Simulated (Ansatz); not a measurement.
A thermochemical cycle in electronic energies (no zero-point or thermal terms), species as SMILES, kcal/mol. Each molecule is optimised on its own at B3LYP-D3(BJ)/def2-TZVP (Ansatz, a quantum-chemistry and plane-wave program), one conformer each, not searched for the lowest. Cores are frozen in the correlated levels unless marked. Open shells are spin-unrestricted. No spin-orbit coupling. Non-relativistic. Basis-set limits of correlation are two-point, X^-3; Hartree-Fock from the larger set. [CCSD(T)-MP2]/basis is that difference in the basis named. Anions need diffuse functions, of which def2-TZVPD holds fewer than the aug- sets.

| step | RI-MP2/CBS(aug-cc-pVTZ,aug-cc-pVQZ)+[CCSD(T)-MP2]/aug-cc-pVTZ (Ansatz) | wB97M-V/def2-TZVPD (Ansatz) |
|---|---|---|
| bond energy D: NC=O -> [NH]C=O + H atom | 124.1 | 122.9 |
| electron affinity EA, positive where the anion is bound: [NH]C=O + e- → [NH-]C=O | 67.2 | 64.1 |
| ionisation of the H atom at the same level, IE | 313.7 | 310.1 |

### Question
Find the deprotonation energy A: NC=O -> [NH-]C=O + H+.

### Answer
Breaking the bond, ionising the H atom and attaching the electron to the radical add up to the deprotonation, A = D + IE - EA. At RI-MP2/CBS(aug-cc-pVTZ,aug-cc-pVQZ)+[CCSD(T)-MP2]/aug-cc-pVTZ: A = D + IE - EA = 124.1 + 313.7 - 67.2 = 370.6. At wB97M-V/def2-TZVPD: A = D + IE - EA = 122.9 + 310.1 - 64.1 = 368.9. The functional differs from the first level by -1.2 in D, -3.1 in EA and -1.7 in A; for EA and A the gap mixes functional and basis. The site is the one shown; other sites or isomers of the anion may lie lower.
